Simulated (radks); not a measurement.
Ca, configuration [Ar] 4p2 (not the ground configuration).

Calculated with a radial shooting solver on a logarithmic mesh with Libxc functionals: non-relativistic Kohn-Sham, PBEsol, spin-unpolarised, spherical densities, point nucleus.

Energy parts (eV):
| part | energy |
|---|---|
| total | -18403.650 |
| kinetic | 18382.943 |
| electron-nucleus | -43549.463 |
| Hartree | 7711.387 |
| exchange-correlation | -948.518 |

Orbitals (lengths in bohr, moments of r in powers of bohr; <r^-3> diverges for s and p1/2):
orbital  occ.  eigenvalue (eV)  <r^-3>
1s          2        -3925.299       -
2s          2        -412.7221       -
2p          6        -336.8349   182.9
3s          2         -49.1484       -
3p          6         -30.5550   19.36
4p          2          -2.3716   1.053

The highest occupied level is 4p at -2.372 eV. The electron density at the nucleus is 5310 e/bohr^3. Summed over all electrons, <r^2> = 72.91 bohr^2, which gives a Langevin (diamagnetic) susceptibility term of -57.7 x 10^-6 cm^3/mol. The density falls to 0.001 e/bohr^3 at r = 5.48 bohr.
